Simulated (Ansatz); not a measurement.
The inner images of a band of ClF2H3O3W + FH (12 atoms, charge 0, multiplicity 1) are given out of order.

All numbers below come from RHF/def2-SVP in Ansatz.

Image 0:

```xyz
12
Properties=species:S:1:pos:R:3
W -0.102 -0.422 0.438
Cl -0.942 -0.887 2.613
F 1.531 -0.986 1.145
F 0.367 1.281 1.174
O -1.803 0.104 0.029
H -2.669 0.209 0.398
O -0.306 -2.122 -0.191
H 0.148 -2.954 -0.179
O 0.664 0.254 -1.074
H 1.113 1.083 -1.246
F 1.673 2.746 -0.527
H 1.322 2.551 0.293
```

Image 8:

```xyz
12
Properties=species:S:1:pos:R:3
W 0.498 -0.037 -0.254
Cl -1.874 1.261 3.225
F 2.316 -0.481 -0.222
F 1.097 1.722 -0.463
O -1.242 0.431 0.034
H -1.813 0.702 0.745
O 0.204 -1.839 -0.023
H 0.754 -2.604 0.071
O 0.377 -0.085 -2.084
H 0.565 0.489 -2.814
F 0.744 0.288 1.593
H -0.630 1.011 3.065
```

Put them in order from the first end to the last, with their energies above the first end.
A.
```xyz
12
Properties=species:S:1:pos:R:3
W 0.357 0.222 -0.185
Cl -0.703 -0.336 3.333
F 2.152 -0.014 0.212
F 0.735 1.843 -1.038
O -1.430 0.480 0.123
H -1.960 0.530 0.910
O 0.183 -1.571 0.157
H 0.406 -2.408 -0.228
O 0.314 -0.281 -1.977
H 0.469 0.379 -2.640
F 0.529 1.347 1.358
H -0.055 0.664 2.847
```
B.
```xyz
12
Properties=species:S:1:pos:R:3
W 0.292 0.123 -0.082
Cl -0.453 -0.488 2.930
F 2.042 -0.063 0.455
F 0.736 1.768 -0.842
O -1.445 0.511 0.257
H -1.917 0.458 1.087
O 0.121 -1.676 0.007
H 0.252 -2.466 -0.499
O 0.243 -0.248 -1.903
H 0.390 0.488 -2.487
F 0.523 1.521 1.582
H 0.214 0.930 2.369
```
C.
```xyz
12
Properties=species:S:1:pos:R:3
W 0.407 0.201 -0.287
Cl -1.260 -0.061 3.546
F 2.241 -0.075 -0.092
F 0.825 1.870 -1.018
O -1.375 0.533 -0.042
H -1.973 0.666 0.683
O 0.220 -1.539 0.261
H 0.687 -2.362 0.251
O 0.341 -0.297 -2.064
H 0.547 0.235 -2.821
F 0.624 1.066 1.383
H -0.287 0.619 3.072
```
D.
```xyz
12
Properties=species:S:1:pos:R:3
W 0.166 -0.267 -0.051
Cl 0.165 -0.332 2.405
F 1.971 -0.567 0.219
F 0.745 1.449 -0.458
O -1.521 0.375 0.225
H -1.996 0.772 0.945
O -0.194 -2.041 -0.093
H -0.088 -2.854 -0.565
O 0.107 -0.413 -1.914
H 0.299 0.336 -2.467
F 0.657 2.609 2.121
H 0.685 1.788 2.505
```
E.
```xyz
12
Properties=species:S:1:pos:R:3
W 0.005 -0.479 0.058
Cl 0.079 -0.482 2.421
F 1.719 -1.204 0.181
F 0.896 1.201 0.190
O -1.642 0.283 0.210
H -2.280 0.674 0.791
O -0.614 -2.186 -0.101
H -0.298 -3.079 -0.112
O 0.176 -0.199 -1.753
H 0.623 0.467 -2.260
F 1.145 3.291 1.898
H 1.189 2.570 1.351
```
F.
```xyz
12
Properties=species:S:1:pos:R:3
W -0.124 -0.509 0.263
Cl -0.574 -0.667 2.581
F 1.581 -1.099 0.731
F 0.546 1.224 0.679
O -1.834 0.092 0.073
H -2.634 0.353 0.506
O -0.528 -2.249 -0.100
H -0.136 -3.111 -0.054
O 0.407 -0.091 -1.447
H 0.888 0.633 -1.829
F 1.936 3.519 0.648
H 1.469 2.761 0.822
```
G.
```xyz
12
Properties=species:S:1:pos:R:3
W 0.483 0.100 -0.295
Cl -1.785 0.560 3.374
F 2.300 -0.346 -0.257
F 1.058 1.821 -0.741
O -1.258 0.568 -0.006
H -1.843 0.760 0.719
O 0.199 -1.660 0.165
H 0.748 -2.416 0.319
O 0.320 -0.173 -2.102
H 0.529 0.294 -2.898
F 0.789 0.651 1.488
H -0.543 0.698 3.105
```

F (+4.5 kcal/mol), E (+4.6 kcal/mol), D (+12.3 kcal/mol), B (+30.8 kcal/mol), A (+5.0 kcal/mol), C (-4.7 kcal/mol), G (-7.3 kcal/mol).

Run time: 14 min on 4 threads of Arm Neoverse V1, with other jobs on the host, peak memory 0.56 GiB.
